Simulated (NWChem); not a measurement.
System: C₄H₃FS; SMILES Fc1cccs1

The following NWChem deck was run.

```
start job
memory heap 200 mb stack 900 mb global 1100 mb
geometry units angstroms noautoz
  F     -0.062200    -2.142494     0.000000
  C     -0.209473    -0.815854     0.000000
  C     -1.375744    -0.115769     0.000000
  C     -1.126441     1.295497     0.000000
  C      0.200762     1.614871     0.000000
  S      1.212634     0.193460     0.000000
  H     -2.353011    -0.582476     0.000000
  H     -1.915298     2.039614     0.000000
  H      0.658351     2.594506     0.000000
end
basis spherical
  * library aug-pcseg-1
end
dft
  xc pbe0
  iterations 150
  mulliken
end
task dft energy
```

Output (shortened):

```
             Northwest Computational Chemistry Package (NWChem) 7.3.0
             --------------------------------------------------------

 CS  symmetry detected

                             Geometry "geometry" -> ""
                             -------------------------

 Output coordinates in angstroms (scale by  1.889725989 to convert to a.u.)

  No.       Tag          Charge          X              Y              Z
 ---- ---------------- ---------- -------------- -------------- --------------
    1 F                    9.0000    -0.07252538    -2.13720730     0.00000000
    2 C                    6.0000    -0.21538212    -0.81008448     0.00000000
    3 C                    6.0000    -1.37931657    -0.10612167     0.00000000
    4 C                    6.0000    -1.12531785     1.30430676     0.00000000
    5 C                    6.0000     0.20294077     1.61926168     0.00000000
    6 S                   16.0000     1.21007629     0.19449075     0.00000000
    7 H                    1.0000    -2.35813150    -0.56957345     0.00000000
    8 H                    1.0000    -1.91169385     2.05104519     0.00000000
    9 H                    1.0000     0.66378774     2.59736826     0.00000000

 Effective nuclear repulsion energy (a.u.)     272.2986706024

      Symmetry information
      --------------------

 Group name             Cs
 Group number              2
 Group order               2
 No. of unique centers     9

                                 NWChem DFT Module
                                 -----------------

 Summary of "ao basis" -> "ao basis" (spherical)
 ------------------------------------------------------------------------------
       Tag                 Description            Shells   Functions and Types
 ---------------- ------------------------------  ------  ---------------------
 F                        aug-pcseg-1                9       23   4s3p2d
 C                        aug-pcseg-1                9       23   4s3p2d
 S                        aug-pcseg-1               11       27   5s4p2d
 H                        aug-pcseg-1                5        9   3s2p

      Symmetry analysis of basis
      --------------------------

        a'        120
        a"         49

            General Information
            -------------------
          SCF calculation type: DFT
          Wavefunction type:  closed shell.
          No. of atoms     :     9
          No. of electrons :    52
           Alpha electrons :    26
            Beta electrons :    26
          Charge           :     0
          Spin multiplicity:     1
          Use of symmetry is: on ; symmetry adaption is: on
          Maximum number of iterations: 150
          AO basis - number of functions:   169
                     number of shells:    71
          Convergence on energy requested:  1.00D-06
          Convergence on density requested:  1.00D-05
          Convergence on gradient requested:  5.00D-04

              XC Information
              --------------
                         PBE0 Method XC Functional
                     Hartree-Fock (Exact) Exchange  0.250
          PerdewBurkeErnzerhof Exchange Functional  0.750
            Perdew 1991 LDA Correlation Functional  1.000 local
           PerdewBurkeErnz. Correlation Functional  1.000 non-local

             Grid Information
             ----------------
          Grid used for XC integration:  medium
          Radial quadrature: Mura-Knowles
          Angular quadrature: Lebedev.
          Tag              B.-S. Rad. Rad. Pts. Rad. Cut. Ang. Pts.
          ---              ---------- --------- --------- ---------
          F                   0.50       49          15.0       434
          C                   0.70       49          15.0       434
          S                   1.00       88          15.0       590
          H                   0.35       45          16.0       434
          Grid pruning is: on
          Number of quadrature shells:   468
          Spatial weights used:  Erf1

      Superposition of Atomic Density Guess
      -------------------------------------

 Sum of atomic energies:        -648.89282157

      Non-variational initial energy
      ------------------------------

 Total energy =    -652.254055
 1-e energy   =   -1432.936985
 2-e energy   =     508.384259
 HOMO         =      -0.241654
 LUMO         =       0.010487

      Symmetry analysis of molecular orbitals - initial
      -------------------------------------------------

  Numbering of irreducible representations:

     1 a'          2 a"

  Orbital symmetries:

     1 a'          2 a'          3 a'          4 a'          5 a'
     6 a'          7 a'          8 a'          9 a'         10 a"
    11 a'         12 a'         13 a'         14 a'         15 a'
    16 a'         17 a'         18 a"         19 a'         20 a'
    21 a"         22 a'         23 a'         24 a'         25 a"
    26 a"         27 a"         28 a'         29 a'         30 a'
    31 a'         32 a'         33 a"         34 a'         35 a"
    36 a'

     ---------------------------------------------
      Total Density - Mulliken Population Analysis
     ---------------------------------------------

    Atom       Charge   Shell Charges
 -----------   ------   -------------------------------------------------------
    1 F    9     9.86   2.00  0.95  1.01  0.08  3.50  2.12  0.19  0.01  0.02
    2 C    6     5.26   2.00  0.73  0.34  0.04  1.56  0.62 -0.05  0.07 -0.05
    3 C    6     6.41   2.00  0.80  0.37  0.05  2.11  1.13 -0.03  0.04 -0.05
    4 C    6     6.28   2.00  0.80  0.39  0.13  2.03  1.06 -0.04  0.04 -0.14
    5 C    6     6.64   2.00  0.78  0.51  0.01  1.92  1.29  0.01  0.04  0.08
    6 S   16    15.43   2.00  2.00  1.14  0.80 -0.01  5.99  3.05  0.41 -0.00  0.08 -0.03
    7 H    1     0.60   0.69 -0.12  0.01  0.02  0.00
    8 H    1     0.65   0.69 -0.09  0.02  0.02  0.00
    9 H    1     0.87   0.69  0.14  0.00  0.02  0.01

   convergence    iter        energy       DeltaE   RMS-Dens  Diis-err
 ---------------- ----- ----------------- --------- --------- ---------
 d= 0,ls=0.0,diis     1   -651.6696211269 -9.24D+02  1.99D-02  7.64D-01
 d= 0,ls=0.0,diis     2   -651.6312219642  3.84D-02  1.02D-02  1.18D+00
 d= 0,ls=0.0,diis     3   -651.7527689066 -1.22D-01  3.25D-03  5.40D-02
 d= 0,ls=0.0,diis     4   -651.7582175756 -5.45D-03  1.24D-03  1.31D-02
 d= 0,ls=0.0,diis     5   -651.7599787969 -1.76D-03  2.43D-04  7.90D-04
  Resetting Diis
 d= 0,ls=0.0,diis     6   -651.7600531361 -7.43D-05  7.41D-05  3.16D-05
 d= 0,ls=0.0,diis     7   -651.7600561631 -3.03D-06  7.22D-05  8.16D-06
 d= 0,ls=0.0,diis     8   -651.7600534410  2.72D-06  4.73D-05  2.69D-05
 d= 0,ls=0.0,diis     9   -651.7600573340 -3.89D-06  3.52D-06  8.42D-08
 d= 0,ls=0.0,diis    10   -651.7600573433 -9.32D-09  1.16D-06  8.98D-09

         Total DFT energy =     -651.760057343318
      One electron energy =    -1436.443080442696
           Coulomb energy =      570.890555259362
    Exchange-Corr. energy =      -58.506202762396
 Nuclear repulsion energy =      272.298670602412

 Numeric. integr. density =       52.000003783198

                  Occupations of the irreducible representations
                  ----------------------------------------------

                     irrep           alpha         beta
                     --------     --------     --------
                     a'               21.0         21.0
                     a"                5.0          5.0

                       DFT Final Molecular Orbital Analysis
                       ------------------------------------

 Vector   24  Occ=2.000000D+00  E=-3.752567D-01  Symmetry=a'
              MO Center=  7.2D-01,  1.2D-01,  3.5D-15, r^2= 3.0D+00
   Bfn.  Coefficient  Atom+Function         Bfn.  Coefficient  Atom+Function
  ----- ------------  ---------------      ----- ------------  ---------------
   124      0.588945  6 S  px               119      0.300202  6 S  s
    28     -0.220697  2 C  px               121     -0.221223  6 S  px
    26     -0.204532  2 C  s                118      0.178729  6 S  s
    51      0.176659  3 C  px                49      0.173273  3 C  s
     5      0.156371  1 F  px                97     -0.156218  5 C  px

 Vector   25  Occ=2.000000D+00  E=-2.802131D-01  Symmetry=a"
              MO Center=  8.8D-02,  3.4D-01, -4.7D-16, r^2= 3.1D+00
   Bfn.  Coefficient  Atom+Function         Bfn.  Coefficient  Atom+Function
  ----- ------------  ---------------      ----- ------------  ---------------
   126      0.593685  6 S  pz                53     -0.304429  3 C  pz
   129      0.300639  6 S  pz                76     -0.271239  4 C  pz
    56     -0.265381  3 C  pz                79     -0.216745  4 C  pz
   123     -0.216114  6 S  pz                30     -0.048009  2 C  pz
   102      0.046139  5 C  pz                45      0.034169  2 C  d  1

 Vector   26  Occ=2.000000D+00  E=-2.528318D-01  Symmetry=a"
              MO Center= -3.1D-01,  3.8D-01, -6.9D-17, r^2= 3.0D+00
   Bfn.  Coefficient  Atom+Function         Bfn.  Coefficient  Atom+Function
  ----- ------------  ---------------      ----- ------------  ---------------
    99     -0.370776  5 C  pz                30      0.362659  2 C  pz
   102     -0.354647  5 C  pz                33      0.349436  2 C  pz
    53      0.233465  3 C  pz                76     -0.233133  4 C  pz
     7     -0.218124  1 F  pz                79     -0.175313  4 C  pz
    56      0.171975  3 C  pz                10     -0.168402  1 F  pz

[...]
```

Level: PBE0/aug-pcseg-1. Structure relaxed at the B3LYP/6-31G* (spherical d) level.
